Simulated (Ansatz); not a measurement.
C3H9AlO, SMILES `CC(C)[O][AlH2]`, relaxed with RKS PBE0-D4/def2-TZVP in Ansatz 0.2.0 from a PBE-D4/def2-SVP geometry. The force threshold is 0.005 eV/Å; the program also tests the step.

Total charge 0; spin multiplicity 1.

Start:

```xyz
14

C    -0.540   -1.610    0.281
C     0.050   -0.255    0.679
C     1.442   -0.035    0.084
O    -0.854    0.773    0.324
Al   -1.093    2.015   -0.835
H    -1.554   -1.728    0.710
H    -0.621   -1.684   -0.824
H     0.093   -2.447    0.639
H     0.140   -0.235    1.791
H     1.849    0.952    0.384
H     1.406   -0.068   -1.026
H     2.151   -0.815    0.426
H    -2.472    2.796   -0.677
H     0.001    2.341   -1.956
```

| step | energy (eV) | largest force (eV/Å) | largest move (Å) |
| --- | --- | --- | --- |
| 1 | -11895.8341 | 0.701 | 0.000 |
| 2 | -11895.8853 | 0.482 | 0.034 |
| 3 | -11895.8933 | 0.055 | 0.024 |
| 4 | -11895.8935 | 0.014 | 0.005 |
| 5 | -11895.8936 | 0.013 | 0.011 |
| 6 (rejected) | -11895.8934 | 0.049 | 0.048 |
| 7 | -11895.8937 | 0.009 | 0.023 |
| 8 | -11895.8938 | 0.010 | 0.021 |
| 9 | -11895.8938 | 0.009 | 0.018 |
| 10 | -11895.8938 | 0.014 | 0.050 |
| 11 | -11895.8939 | 0.016 | 0.013 |
| 12 | -11895.8939 | 0.022 | 0.042 |
| 13 (rejected) | -11895.8938 | 0.034 | 0.056 |
| 14 | -11895.8940 | 0.013 | 0.017 |
| 15 | -11895.8940 | 0.010 | 0.024 |
| 16 | -11895.8940 | 0.010 | 0.045 |
| 17 | -11895.8940 | 0.008 | 0.022 |
| 18 | -11895.8940 | 0.004 | 0.012 |

End:

```xyz
14

C    -0.529   -1.626    0.314
C     0.034   -0.257    0.649
C     1.404   -0.044    0.033
O    -0.883    0.728    0.252
Al   -1.060    2.031   -0.795
H    -1.521   -1.745    0.752
H    -0.615   -1.745   -0.770
H     0.119   -2.418    0.696
H     0.130   -0.185    1.741
H     1.800    0.942    0.287
H     1.355   -0.122   -1.057
H     2.111   -0.796    0.395
H    -2.472    2.737   -0.759
H     0.126    2.499   -1.737
```

Run time 75 s (4 threads of an Arm Neoverse V1 on a shared host); peak host memory 0.61 GiB.
